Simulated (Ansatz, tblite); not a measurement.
Removing and adding an electron: Zn(SiH3)2 (ZnSi₂H₆). The state is a singlet with charge 0. Geometry: PBE-D4/def2-SVP. Ansatz, gas phase; energy differences of separate SCF runs; the oxidised species was run as a doublet alone; the reduced species was run as a doublet alone.

```csv
atom,x (Å),y (Å),z (Å)
Zn1,-0.008,0.005,-0.012
Si2,0.701,2.228,0.507
H3,2.033,2.564,-0.122
H4,0.862,2.437,1.994
H5,-0.279,3.274,0.028
Si6,-0.704,-2.226,-0.511
H7,-0.985,-2.428,-1.982
H8,-1.965,-2.610,0.226
H9,0.345,-3.244,-0.129
```

The xTB rows come from tblite.

```tsv
level	−HOMO (eV)	vertical IE (eV)	−LUMO (eV)	vertical EA (eV)	HOMO–LUMO gap (eV)	IE − EA (eV)	remarks
PBE-D4/def2-TZVP	5.97	8.60	2.20	–	3.77	–	–
PBE-D4/def2-TZVPD	5.99	–	2.22	0.23	3.76	–	HOMO above zero (-1 doublet)
r2SCAN-D4/def2-TZVP	6.19	8.69	2.02	–	4.17	–	–
PBE0-D4/def2-TZVPD	6.92	–	1.50	0.18	5.42	–	HOMO above zero (-1 doublet)
```

(1) Estimate the rows for GFN1-xTB, GFN2-xTB, r2SCAN-D4/def2-TZVPD, PBE0-D4/def2-TZVP.

Answers

(1) 
```tsv
level	−HOMO (eV)	vertical IE (eV)	−LUMO (eV)	vertical EA (eV)	HOMO–LUMO gap (eV)	IE − EA (eV)	remarks
GFN1-xTB	10.05	12.12	7.64	5.27	2.41	6.85	–
GFN2-xTB	8.69	11.19	5.19	2.47	3.50	8.72	–
r2SCAN-D4/def2-TZVPD	6.19	–	2.03	0.26	4.16	–	HOMO above zero (-1 doublet)
PBE0-D4/def2-TZVP	6.91	8.74	1.48	–	5.43	–	–
```

   A HOMO above zero means that the electron is unbound at that level or that self-interaction error raises the level; the energy of removing that electron tells which. Raw xTB energy differences between charge states are shifted by several eV; the methods need an empirical correction for them.
